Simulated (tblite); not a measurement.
Species: C2H6F2OSi.
Bonds: C1–O2, O2–Si3, Si3–C4, C4–F5, C4–F6. Hydrogens: H7, H8, H9 on C1; H10, H11 on Si3; H12 on C4.

The geometry is computed with GFN2-xTB (gas phase).

(1) What internal coordinates does the optimisation give?

## Answers

(1) 
```csv
bond,length (pm)
C1–O2,140.5
O2–Si3,161.0
Si3–C4,194.6
"C4–F5, C4–F6",136.6
"C1–H7, C1–H8, C1–H9",109.1
Si3–H10,145.0
Si3–H11,146.1
C4–H12,110.0
```

Bonds in one row agree within 1 pm and their mean is given. A selection of angles:
```csv
angle,degrees
O2–C1–H7,110.2
O2–C1–H8,107.6
O2–C1–H9,111.2
H7–C1–H8,109.4
C1–O2–Si3,132.5
O2–Si3–C4,108.9
O2–Si3–H10,100.9
O2–Si3–H11,115.0
C4–Si3–H10,109.0
C4–Si3–H11,104.9
H10–Si3–H11,118.0
Si3–C4–F5,112.5
Si3–C4–F6,110.1
Si3–C4–H12,115.3
F5–C4–F6,105.7
F5–C4–H12,106.6
F6–C4–H12,106.2
```

Dihedral angles: C1–O2–Si3–C4 -59° (synclinal); O2–Si3–C4–F5 178° (antiperiplanar). The mirror-image conformer, all signs reversed, is as good.

Si3 (oxygen-bound silicon) is distorted tetrahedral (angles from 100.9° to 118.0°). Of the pairs four or more bonds apart, F6···H9 is among the closest relative to their van der Waals radii: 2.67 Å, 100 % of the sum of Bondi's values.

Point group: C1 (no symmetry element, even within 0.4 Å). Its GFN2-xTB frequencies are all real (lowest 34 cm⁻¹). The numbers are those of one conformer. 3 starts were optimised and ended at 0.00, 0.14 and 0.82 kcal/mol (GFN2-xTB); the lowest of these is shown.
